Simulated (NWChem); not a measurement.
Species: Si2N2H6O; SMILES O[SiH]1N[SiH2]N1

```xyz
11

O     -0.5468    -2.2167     0.0042
Si     0.4186    -0.8669     0.0022
N      0.0825     0.3602    -1.1930
Si    -0.1696     1.6158    -0.0046
N      0.0925     0.3677     1.1959
H     -1.4982    -2.0400     0.0546
H      1.7704    -1.4677     0.0095
H     -0.0848     0.3111    -2.1854
H     -1.5206     2.2493    -0.0225
H      0.8264     2.7254     0.0134
H      0.3775     0.4321     2.1614
```
Atoms are numbered in this order, from 1.

Program: NWChem. All runs use the structure optimised with B3LYP/6-31G* (spherical d). Level: PBE0/def2-SVP with SMD (1 M gas to 1 M solution), gas-phase geometry. Reactions with the solvent are ignored.

For solvent water:

| Property | Result |
|---|---|
| solvation free energy (kcal/mol) | -4.2 |
| cavity-dispersion-structure term (kcal/mol) | 3.7 |

Problem. Estimate the same quantities for solvent ethanol.

Solution. The solvation free energy (kcal/mol) is -6.4. The cavity-dispersion-structure term (kcal/mol) comes out as 0.9.
